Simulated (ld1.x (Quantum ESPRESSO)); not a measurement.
# Which change was made? (Nb, TM)

Nb (Z = 41), norm-conserving Troullier–Martins (Kleinman–Bylander form), made with ld1.x (Quantum ESPRESSO) 7.5 (PBE, scalar-relativistic). Core [Ar] 3d10 4s2, reference 4p6 4d4.5 5s0.5 5p0. Waves: 5s (bound): rc 2.90 bohr; 4p (bound): rc 1.45 bohr; 4d (bound): rc 1.85 bohr. Local part: all-electron potential smoothed inside 2.30 bohr (lloc = -1). Core correction: a·sin(br)/r model core inside 0.85 bohr.

Cutoffs, loose and tight: the cutoffs (Ry, on a coarse ladder) from which the occupation-weighted sum of valence levels, in a spherical-Bessel basis at the reference potential, stays within 10 and 1 mRy of its value at 400 Ry. They do not see the model core or the augmentation charge, which bear on the density cutoff. Test errors are all-electron minus pseudo excitation energies from the reference, over the configurations 4p6 4d4 5s1 5p0; 4p6 4d4 5s0 5p0; 4p6 4d3 5s0 5p0; 4p6 4d3 5s1 5p0; 4p6 4d3 5s1 5p1; 4p6 4d5 5s0 5p0; 4p6 4d3 5s2 5p0; variants that change the core or the reference have their own tests. The largest error is taken over the tests solved by every variant that gives reliable tests at all, those not shown here included: 4p6 4d3 5s0 5p0; 4p6 4d3 5s2 5p0; 4p6 4d4 5s0 5p0; 4p6 4d4 5s1 5p0; 4p6 4d5 5s0 5p0.

The base gives: outcome: generated; cutoff, loose: 55 Ry; cutoff, tight: 100 Ry; bound ghosts: s; largest test error (meV): -78.

Question: After one change the result is: outcome: generated; cutoff, loose: 180 Ry; cutoff, tight: over 300 Ry; bound ghosts: s; largest test error (meV): -78. Which change was it?
A. wave 4p (bound): rc 1.45 bohr becomes 4p (bound): rc 1.94 bohr
B. wave 4p (bound): rc 1.45 bohr becomes 4p (bound): rc 1.16 bohr
C. wave 4p (bound): rc 1.45 bohr becomes 4p (bound): rc 0.90 bohr

Answer: C. The others give: wave 4p (bound): rc 1.45 bohr becomes 4p (bound): rc 1.16 bohr → outcome: generated; cutoff, loose: 80 Ry; cutoff, tight: 120 Ry; bound ghosts: s; largest test error (meV): -78 | wave 4p (bound): rc 1.45 bohr becomes 4p (bound): rc 1.94 bohr → outcome: generated; cutoff, loose: 35 Ry; cutoff, tight: 45 Ry; bound ghosts: s; largest test error (meV): -77.
